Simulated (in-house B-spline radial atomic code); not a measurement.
Computed with a B-spline radial atomic code. Model: two electrons, singlet ground state, non-relativistic, full CI in B-splines with partial waves to l = 8 (at full coupling up to 3e-4 hartree above the limit, correlation up to 0.6 % small), density held at that of full coupling by Lieb maximisation.

Along the adiabatic connection the electron repulsion is scaled by a coupling λ while a local potential keeps the density fixed. At λ = 0 the system is the Kohn-Sham one and W equals the exchange energy; the exchange-correlation energy is the area under W between 0 and 1. The kinetic energy rises with λ as the electrons avoid each other, with dT/dλ = −λ dW/dλ.

Command:
```bash
python run_ac.py task.json out
```
Settings (lengths in bohr, energies in hartree):
```
potential              coulomb
strength               0.75
lmax                   8
wall_radius            1
```

Time taken, with all properties: 3.8 s on 1 thread of Intel(R) Xeon(R) Processor @ 2.30GHz (shared host).

**W = mean repulsion less Hartree energy, and W of three functionals.**

Given: confinement point charge; nuclear charge 0.75; hard wall radius 1 bohr; external potential -Z/r.

Computed: LDA exchange minus exact 254.79 millihartree; SCAN exchange minus exact -8.0868 millihartree.

```tsv
coupling	W xc (hartree)	W xc minus exchange (millihartree)	kinetic minus Kohn-Sham (millihartree)	LDA (PW92) W minus its exchange (millihartree)	PBE W minus its exchange (millihartree)	SCAN W minus its exchange (millihartree)
0	-1.8377	0	0	0	0	0
0.02	-1.8398	-2.113	0	-13.53	-3.5	-1.95
0.05	-1.843	-5.26	0.1	-28.27	-8.68	-4.83
0.12	-1.8502	-12.504	0.7	-55.49	-20.34	-11.41
0.25	-1.8633	-25.596	3.2	-94.92	-40.6	-23.19
0.4	-1.8779	-40.143	7.9	-131.67	-62.12	-36.21
0.6	-1.8964	-58.652	17.1	-172.57	-88.31	-52.74
0.8	-1.9139	-76.206	29.4	-207.56	-112.23	-68.45
1	-1.9306	-92.865	44.4	-238.41	-134.28	-83.41
1.4	-1.9614	-123.72	81.3	-291.41	-173.92	-111.37
2	-2.0023	-164.6	150.5	-356.23	-224.87	-149.08
3	?	?	?	?	?	?
4.5	?	?	?	?	?	?
7	-2.1981	-360.43	953.2	-640.41	-468.97	-348.28
10	-2.2569	-419.13	1446.2	-728.15	-548.67	-415.72
```

What belongs in the row 3?

W xc (hartree): -2.0588; W xc minus exchange (millihartree): -221.07; kinetic minus Kohn-Sham (millihartree): 290.6; LDA (PW92) W minus its exchange (millihartree): -440.15; PBE W minus its exchange (millihartree): -294; SCAN W minus its exchange (millihartree): -202.94.

What belongs in the row 4.5?

W xc (hartree): -2.1235; W xc minus exchange (millihartree): -285.83; kinetic minus Kohn-Sham (millihartree): 531; LDA (PW92) W minus its exchange (millihartree): -533.03; PBE W minus its exchange (millihartree): -373.7; SCAN W minus its exchange (millihartree): -268.

What is the PBE exchange minus exact?

82.081 millihartree.

**Energy parts, natural occupations and partial-wave weights.**

Computed: correlation energy -0.048493 hartree; kinetic part of the DFT correlation energy 0.044372 hartree; initial slope twice GL2 -0.10593 hartree; kinetic part over minus potential part 0.47781; Hartree energy 3.6754 hartree; Kohn-Sham kinetic 9.9363 hartree; Lieb Oxford ratio E_xc over LDA exchange 1.1916.

```tsv
natural	occupation of the shell (electrons)
s	1.9937
p	0.0057126
d	?
s	0.00021292
p	3.5831e-05
f	3.4613e-05
```

What belongs in the row d?

occupation of the shell (electrons): 0.00025895.

| wave | weight |
| --- | --- |
| s | 0.99697 |
| p | 0.0028751 |
| d | ? |
| f | 1.8583e-05 |
| g | 4.2939e-06 |

What belongs in the row d?

weight: 0.00013386.

What is the exchange energy?

-1.8377 hartree.

What is the total energy?

7.8863 hartree.

Half-way to full coupling W has made 53 % of its drop, against 50 % for a straight line, and second-order (GL2) theory, half the initial slope, overshoots the correlation energy by about 9 %: a moderate bend, as in light atoms. Over couplings 0 to 1 the errors in E_xc come to about +160 millihartree for LDA, +58 millihartree for PBE, -3.2 millihartree for SCAN, so SCAN is nearest. In LDA and PBE and SCAN the errors of exchange and correlation have opposite signs, so the sum is smaller than the larger of the two.
